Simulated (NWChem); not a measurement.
System: CH₅FOSi; SMILES C[SiH](O)F

Input file for NWChem:

```
start job
memory heap 200 mb stack 900 mb global 1100 mb
geometry units angstroms noautoz
  Si     0.014807     0.085878     0.359745
  C     -0.269582    -1.658304    -0.214669
  O     -1.102758     1.152313    -0.227174
  F      1.496040     0.517653    -0.160167
  H     -0.014725     0.243570     1.832332
  H     -1.266028    -2.015456     0.087987
  H      0.483504    -2.335619     0.217507
  H     -0.194936    -1.734544    -1.311196
  H     -1.256294     1.165424    -1.176130
end
basis spherical
  * library def2-tzvp
end
dft
  xc b3lyp
  iterations 150
  mulliken
end
task dft energy
```

Output (shortened):

```
             Northwest Computational Chemistry Package (NWChem) 7.3.0
             --------------------------------------------------------

 C1  symmetry detected

                             Geometry "geometry" -> ""
                             -------------------------

 Output coordinates in angstroms (scale by  1.889725989 to convert to a.u.)

  No.       Tag          Charge          X              Y              Z
 ---- ---------------- ---------- -------------- -------------- --------------
    1 Si                  14.0000     0.00810469     0.07490803     0.35646072
    2 C                    6.0000    -0.38149395    -1.65259289    -0.20652495
    3 O                    8.0000    -1.07710470     1.19516791    -0.18947648
    4 F                    9.0000     1.48851747     0.43501725    -0.21755032
    5 H                    1.0000     0.04022498     0.23174694     1.82908465
    6 H                    1.0000    -1.38235173    -1.96138847     0.13257950
    7 H                    1.0000     0.35313838    -2.36627955     0.19799563
    8 H                    1.0000    -0.35085363    -1.73080211    -1.30502416
    9 H                    1.0000    -1.26447963     1.21706958    -1.13217136

 Effective nuclear repulsion energy (a.u.)     181.5733663021

                                 NWChem DFT Module
                                 -----------------

 Summary of "ao basis" -> "ao basis" (spherical)
 ------------------------------------------------------------------------------
       Tag                 Description            Shells   Functions and Types
 ---------------- ------------------------------  ------  ---------------------
 Si                        def2-tzvp                13       37   5s5p2d1f
 C                         def2-tzvp                11       31   5s3p2d1f
 O                         def2-tzvp                11       31   5s3p2d1f
 F                         def2-tzvp                11       31   5s3p2d1f
 H                         def2-tzvp                 4        6   3s1p

            General Information
            -------------------
          SCF calculation type: DFT
          Wavefunction type:  closed shell.
          No. of atoms     :     9
          No. of electrons :    42
           Alpha electrons :    21
            Beta electrons :    21
          Charge           :     0
          Spin multiplicity:     1
          Use of symmetry is: off; symmetry adaption is: off
          Maximum number of iterations: 150
          AO basis - number of functions:   160
                     number of shells:    66
          Convergence on energy requested:  1.00D-06
          Convergence on density requested:  1.00D-05
          Convergence on gradient requested:  5.00D-04

              XC Information
              --------------
                         B3LYP Method XC Potential
                     Hartree-Fock (Exact) Exchange  0.200
                        Slater Exchange Functional  0.800 local
                    Becke 1988 Exchange Functional  0.720 non-local
              Lee-Yang-Parr Correlation Functional  0.810
                  VWN I RPA Correlation Functional  0.190 local

             Grid Information
             ----------------
          Grid used for XC integration:  medium
          Radial quadrature: Mura-Knowles
          Angular quadrature: Lebedev.
          Tag              B.-S. Rad. Rad. Pts. Rad. Cut. Ang. Pts.
          ---              ---------- --------- --------- ---------
          Si                  1.10       88           9.0       590
          C                   0.70       49          10.0       434
          O                   0.60       49          11.0       434
          F                   0.50       49          11.0       434
          H                   0.35       45          11.0       434
          Grid pruning is: on
          Number of quadrature shells:   460
          Spatial weights used:  Erf1

      Superposition of Atomic Density Guess
      -------------------------------------

 Sum of atomic energies:        -503.20817032

      Non-variational initial energy
      ------------------------------

 Total energy =    -504.620772
 1-e energy   =   -1056.374882
 2-e energy   =     370.180743
 HOMO         =      -0.384584
 LUMO         =       0.046272

     ---------------------------------------------
      Total Density - Mulliken Population Analysis
     ---------------------------------------------

    Atom       Charge   Shell Charges
 -----------   ------   -------------------------------------------------------
    1 Si  14    12.84   2.00  0.59  1.39  0.78  0.34  4.10  1.73  0.47  0.81  0.18  0.19  0.17  0.08
    2 C    6     6.77   0.86  1.12  0.56  0.69  0.12  1.30  1.57  0.54  0.01  0.01  0.00
    3 O    8     8.84   0.79  1.18  0.59  0.95  0.24  2.02  2.20  0.85  0.00  0.01  0.00
    4 F    9     9.53   0.77  1.20  0.61  1.02  0.31  2.37  2.36  0.88  0.00  0.01  0.00
    5 H    1     1.06   0.23  0.54  0.28  0.01
    6 H    1     0.80   0.23  0.43  0.12  0.02
    7 H    1     0.80   0.23  0.43  0.12  0.02
    8 H    1     0.81   0.23  0.43  0.13  0.02
    9 H    1     0.55   0.20  0.25  0.06  0.04

   convergence    iter        energy       DeltaE   RMS-Dens  Diis-err
 ---------------- ----- ----------------- --------- --------- ---------
 d= 0,ls=0.0,diis     1   -505.8432287627 -6.87D+02  5.84D-03  1.17D+00
 d= 0,ls=0.0,diis     2   -505.8011846162  4.20D-02  3.42D-03  1.67D+00
 d= 0,ls=0.0,diis     3   -505.9308095705 -1.30D-01  6.34D-04  8.74D-02
 d= 0,ls=0.0,diis     4   -505.9368467116 -6.04D-03  1.93D-04  2.77D-03
 d= 0,ls=0.0,diis     5   -505.9371013338 -2.55D-04  6.06D-05  4.13D-04
  Resetting Diis
 d= 0,ls=0.0,diis     6   -505.9371486635 -4.73D-05  1.30D-05  1.53D-05
 d= 0,ls=0.0,diis     7   -505.9371496609 -9.97D-07  1.06D-05  3.57D-06
 d= 0,ls=0.0,diis     8   -505.9371491577  5.03D-07  6.68D-06  9.98D-06

         Total DFT energy =     -505.937149157736
      One electron energy =    -1060.434833595086
           Coulomb energy =      420.354008258498
    Exchange-Corr. energy =      -47.429690123245
 Nuclear repulsion energy =      181.573366302097

 Numeric. integr. density =       41.999996964114

                       DFT Final Molecular Orbital Analysis
                       ------------------------------------

 Vector   19  Occ=2.000000D+00  E=-3.732024D-01
              MO Center= -3.4D-01,  5.4D-01,  2.6D-01, r^2= 3.0D+00
   Bfn.  Coefficient  Atom+Function         Bfn.  Coefficient  Atom+Function
  ----- ------------  ---------------      ----- ------------  ---------------
    75      0.238924  3 O  py                74     -0.201715  3 O  px
    78      0.194025  3 O  py               107     -0.184330  4 F  pz
    77     -0.164771  3 O  px               132      0.162024  5 H  s
    17      0.150954  1 Si pz               110     -0.147057  4 F  pz
    81      0.137086  3 O  py                80     -0.116386  3 O  px

 Vector   20  Occ=2.000000D+00  E=-3.498134D-01
              MO Center= -7.0D-01,  8.4D-01, -3.8D-02, r^2= 2.1D+00
   Bfn.  Coefficient  Atom+Function         Bfn.  Coefficient  Atom+Function
  ----- ------------  ---------------      ----- ------------  ---------------
    74      0.333392  3 O  px                77      0.276824  3 O  px
    80      0.214237  3 O  px                75      0.203456  3 O  py
    78      0.170761  3 O  py                81      0.128929  3 O  py
   106     -0.126402  4 F  py                76     -0.105273  3 O  pz
   109     -0.100660  4 F  py               105      0.099815  4 F  px

 Vector   21  Occ=2.000000D+00  E=-3.209683D-01
              MO Center= -3.2D-01, -3.2D-01,  2.0D-01, r^2= 3.2D+00
   Bfn.  Coefficient  Atom+Function         Bfn.  Coefficient  Atom+Function
  ----- ------------  ---------------      ----- ------------  ---------------
    44      0.247275  2 C  py                75      0.221908  3 O  py
    47      0.201830  2 C  py                78      0.183192  3 O  py
   132     -0.152779  5 H  s                 81      0.147560  3 O  py
   133     -0.147708  5 H  s                 16     -0.142573  1 Si py
    17     -0.136675  1 Si pz                50      0.132871  2 C  py

 Vector   22  Occ=0.000000D+00  E= 1.097249D-02
              MO Center= -9.6D-01,  5.1D-01, -1.1D+00, r^2= 4.9D+00
   Bfn.  Coefficient  Atom+Function         Bfn.  Coefficient  Atom+Function
  ----- ------------  ---------------      ----- ------------  ---------------
    42      1.670867  2 C  s                157     -1.074997  9 H  s
    73      0.931062  3 O  s                151     -0.763494  8 H  s
   145     -0.716289  7 H  s                139     -0.638636  6 H  s
     5     -0.430443  1 Si s                 82     -0.310964  3 O  pz
    20      0.275753  1 Si pz                19     -0.200408  1 Si py

 Vector   23  Occ=0.000000D+00  E= 3.672728D-02
              MO Center= -1.7D-01, -1.1D+00,  7.8D-02, r^2= 7.1D+00
   Bfn.  Coefficient  Atom+Function         Bfn.  Coefficient  Atom+Function
  ----- ------------  ---------------      ----- ------------  ---------------
    42      4.333546  2 C  s                  5     -1.629266  1 Si s
   151     -1.546369  8 H  s                 19      1.235618  1 Si py
   145     -1.106468  7 H  s                139     -1.073733  6 H  s
    16      0.376261  1 Si py                73     -0.303056  3 O  s
    50      0.276559  2 C  py                40      0.223693  2 C  s

[...]
```

Level: B3LYP/def2-TZVP. All runs use the structure optimised with PBE0/def2-SVP. B3LYP is NWChem's, with the RPA form of VWN correlation.
